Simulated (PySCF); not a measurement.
SMILES OB(O)c1ccc(O)s1, singlet (GFN2-xTB optimised geometry):

```
14

O      2.503    -1.573     0.000
B      1.146    -1.692     0.000
O      0.609    -2.932    -0.002
C      0.169    -0.479     0.000
C     -1.196    -0.479     0.000
C     -1.797     0.796     0.000
C     -0.875     1.799     0.000
O     -1.133     3.120     0.000
S      0.746     1.176     0.001
H      2.855    -0.684    -0.001
H      1.266    -3.630    -0.003
H     -1.754    -1.398     0.000
H     -2.855     0.976     0.000
H     -0.315     3.630    -0.004
```

Calculation: PBE0/def2-TZVP (PySCF).

Task: What are the frontier orbital energies and the dipole moment?

Result: HOMO-2 -9.30 eV, HOMO-1 -7.41 eV, HOMO -6.32 eV, LUMO -0.71 eV, LUMO+1 -0.35 eV; dipole moment 1.91 D.

Meta-Löwdin charges at PBE0/def2-TZVP: O1 -0.54, B2 0.42, O3 -0.52, C4 -0.26, C5 -0.10, C6 -0.21, C7 0.11, O8 -0.44, S9 0.19, H10 0.35, H11 0.36, H12 0.14, H13 0.14, H14 0.36.
